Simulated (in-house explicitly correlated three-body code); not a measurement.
Computed with an exponentially correlated three-body code. Model: two electrons around a point charge, non-relativistic, variational in 260 exponentially correlated functions (energies converged to about 1e-7 hartree, or 1e-8 relative for large Z), ground state as one setting changes.

Given: nuclear charge 12.

| Yukawa screening of all interactions (1/bohr) | ground energy (hartree) | binding of second electron (eV) | mean radius (bohr) | mean distance of electrons (bohr) | mean cosine of angle |
| --- | --- | --- | --- | --- | --- |
| 0.024 | -136.105784 | 1752.2 | 0.12905 | 0.1897 | -0.011078 |
| 0.06 | -135.282164 | 1741.5 | 0.12905 | 0.1897 | -0.011078 |
| 0.12 | ? | ? | ? | ? | ? |
| 0.24 | -131.219583 | 1688.7 | 0.1291 | 0.18978 | -0.011072 |
| 0.42 | -127.247609 | 1637 | 0.1292 | 0.18994 | -0.01106 |
| 0.6 | -123.363769 | 1586.5 | 0.12936 | 0.19018 | -0.011042 |
| 0.9 | -117.080384 | 1504.8 | 0.12973 | 0.19075 | -0.011 |
| 1.2 | -111.025781 | 1426.1 | 0.13024 | 0.19152 | -0.010946 |
| 1.8 | -99.5688447 | 1277.4 | 0.13162 | 0.19364 | -0.010804 |
| 2.4 | -88.9323636 | 1139.4 | 0.13349 | 0.1965 | -0.010625 |
| 3 | ? | ? | ? | ? | ? |
| 3.6 | -69.9248135 | 893.21 | 0.13871 | 0.20449 | -0.010172 |
| 4.8 | -53.6752064 | 683.25 | 0.14618 | 0.21597 | -0.0096121 |
| 6 | -39.9304619 | 506.18 | 0.15657 | 0.23197 | -0.0089526 |
| 7.2 | -28.4868498 | 359.28 | 0.17111 | 0.25446 | -0.008189 |
| 8.4 | -19.1750369 | 240.3 | 0.19218 | 0.2872 | -0.0073078 |
| 9.6 | -11.8504043 | 147.29 | 0.22467 | 0.33798 | -0.0062849 |
| 10.8 | -6.38603336 | 78.499 | 0.28038 | 0.42563 | -0.0050836 |

(1) What follows for Yukawa screening of all interactions = 3?

(2) What follows for Yukawa screening of all interactions = 0.12?

## Answers

(1) ground energy -79.0655137 hartree; binding of second electron 1011.5 eV; mean radius 0.13584 bohr; mean distance of electrons 0.2001 bohr; mean cosine of angle -0.010412.

(2) ground energy -133.917742 hartree; binding of second electron 1723.8 eV; mean radius 0.12906 bohr; mean distance of electrons 0.18972 bohr; mean cosine of angle -0.011076.
